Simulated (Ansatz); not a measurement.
def2 core potentials replace the inner electrons of Sn.

Cartesian coordinates (Å):
SMILES: [OH][Sn]([OH])[OH]
```xyz
7

O     -1.0625    -1.2524    -0.8178
Sn    -0.3558    -0.1138     0.6650
O     -0.4988     1.7657     0.0011
O      1.6042    -0.4974     0.7351
H     -1.7447    -0.7862    -1.3197
H      0.2662     2.2899     0.2741
H      1.7913    -1.4058     0.4622
```
Charge 0, spin multiplicity 2.

Question: Estimate the total energy, highest occupied spin orbital and dipole moment that PBE-D3(BJ)/def2-TZVP // PBE0-D3(BJ)/def2-SVP (Ansatz, a program for electronic structure) returns for this input.

Answer: 
```
Property                              Value
-----------------------------  ------------
total energy                   -12018.93 eV
highest occupied spin orbital      -5.71 eV
dipole moment                        0.99 D
```
